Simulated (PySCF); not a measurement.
C3H6BFO, SMILES C=CB(F)CO.

Geometry: PBE-D3(BJ)/def2-SVP. The structure was generated by enumeration, and PubChem lists no compound with its InChIKey, so it may never have been made. One conformer was computed; it need not be the lowest.

Level of theory: PBE-D3(BJ)/def2-SVP (PySCF).

Frequencies are harmonic and unscaled.

Question: Estimate the vibrational spectrum. (Estimate from the structure and the level; the computed values follow.)

Answer: 
```
mode  ν (cm⁻¹)  IR (km/mol)  moving atoms (share of kinetic energy)
----  --------  -----------  --------------------------------------
1           89          3.7          H 44 %, C 31 %, F 15 %, O 10 %
2           96          0.5                  C 49 %, H 33 %, O 12 %
3          153          2.0          O 32 %, C 31 %, H 18 %, F 12 %
4          236          2.1          C 40 %, F 30 %, H 18 %, O 11 %
5          294        145.2                                  H 83 %
6          369          6.0                   H 58 %, B 30 %, F 9 %
7          418          0.5          F 32 %, O 29 %, C 22 %, H 11 %
8          491         11.8                          H 49 %, C 38 %
9          532          2.9            H 42 %, C 37 %, B 9 %, F 8 %
10         692          0.6                  C 54 %, H 24 %, F 20 %
11         830         26.7                  B 42 %, H 31 %, C 26 %
12         978         23.1                          H 72 %, C 27 %
13         980          9.2                          H 77 %, C 17 %
14        1031         12.8                           H 90 %, C 9 %
15        1036        125.1          C 36 %, O 36 %, H 14 %, B 13 %
16        1113         48.5                          H 66 %, B 26 %
17        1138         37.1                  H 67 %, B 16 %, C 12 %
18        1231         62.3                  H 53 %, B 20 %, C 18 %
19        1264         64.8                  H 49 %, C 33 %, B 16 %
20        1327         71.2                  H 68 %, B 13 %, C 10 %
21        1349         41.2                  H 53 %, B 25 %, C 15 %
22        1376          8.5                   H 78 %, C 10 %, B 9 %
23        1390         74.2                   H 74 %, C 16 %, B 9 %
24        1633         86.6                          C 85 %, H 12 %
25        2872         47.4                                  H 94 %
26        2960         12.9                                  H 92 %
27        3052         14.7                                  H 95 %
28        3081          3.6                           H 92 %, C 8 %
29        3148          6.7                          H 89 %, C 11 %
30        3714         19.1                                  H 94 %
```
